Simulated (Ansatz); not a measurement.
Reactions of CH7FOSi2 (`O[SiH2][SiH2]CF`).

Gas-phase electronic energies from Ansatz, PBE0-D4/def2-TZVP geometries. CCSD(T)/CBS is the MP2 limit (def2-TZVPP, def2-QZVPP) plus CCSD(T) − MP2 in def2-TZVPP, frozen cores. This one scheme is used for every species, atoms too. Functionals use def2-TZVPP. No spin–orbit coupling; open shells (•) take unrestricted orbitals. Spin–orbit coupling would lower the free atoms: a little for C, F, O, Si. Elements past krypton have def2 core potentials. Bonds to Te are less sure, by a few kJ/mol each and by 10 to 20 or more in all where they break to atoms, as the def2 sets lack core-valence functions. One conformer a species, not always the lowest.

```
                                              reaction  CCSD/CBS(def2) (kcal/mol)  ωB97M-V (kcal/mol)  MP2/CBS(def2) (kcal/mol)
       `O[SiH2][SiH2]CF` → C• + F• + 7 H• + O• + 2 Si•                      963.9               974.7                     985.6
    `O[SiH2][SiH2]CF` + HCl → `O[SiH2][SiH2]CCl` + H–F                      -10.2                -8.3                     -13.6
`O[SiH2][SiH2]CF` + H₂Te → `O[SiH2][TeH]` + `FC[SiH3]`                      -18.1               -17.7                     -21.2
               `O[SiH2][SiH2]CF` → `FC([SiH3])O[SiH3]`                       11.7                 9.8                      11.8
```

Question: Give the CCSD(T)/CBS values in the same order. (Estimate.)

Answer: Ansatz gave: 976.0, -10.9, -18.1, 11.7 kcal/mol.

Largest T1 diagnostic: 0.012, for `FC([SiH3])O[SiH3]`.
